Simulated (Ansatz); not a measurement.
The cluster Sn₄Ge⁻. Charge -1, multiplicity 2. Geometry r2SCAN-D4/def2-SVPD, basis def2-TZVPD, Ansatz.

Cartesian coordinates in Å:
```
Ge 1.872 0.382 -1.026
Sn -0.351 -1.117 -1.215
Sn 0.952 -0.562 1.492
Sn -0.386 1.716 -0.185
Sn -2.088 -0.420 0.934
```

```json
{"run": "A", "HOMO (eV)": "-1.21", "LUMO (eV)": "-0.23"}
{"run": "B", "HOMO (eV)": "-1.50", "LUMO (eV)": "0.05"}
{"run": "C", "HOMO (eV)": "-0.94", "LUMO (eV)": "-0.46"}
{"run": "D", "HOMO (eV)": "-0.75", "LUMO (eV)": "-0.56"}
{"run": "E", "HOMO (eV)": "-1.63", "LUMO (eV)": "0.12"}
```

In the def2 sets Sn takes a core potential; there is no spin–orbit coupling. Another isomer (doublet) lies 0.25 eV lower at PBE0-D4/def2-TZVPD; other spin states weren't run for this one.

HOMO and LUMO are taken over both spins.

Q: The runs used PBE, PBE0, r2SCAN, r2SCAN0, r2SCANh. Estimate which is which.

A: A r2SCANh (10 % exact exchange); B PBE0 (25 % exact exchange); C r2SCAN (0 % exact exchange); D PBE (0 % exact exchange); E r2SCAN0 (25 % exact exchange). Exact exchange lowers occupied and raises empty levels; among semilocal functionals meta-GGAs tend to open the gap a little, and such runs are hard to tell apart. The gap grows from 0.19 eV (PBE) to 1.75 eV (r2SCAN0).
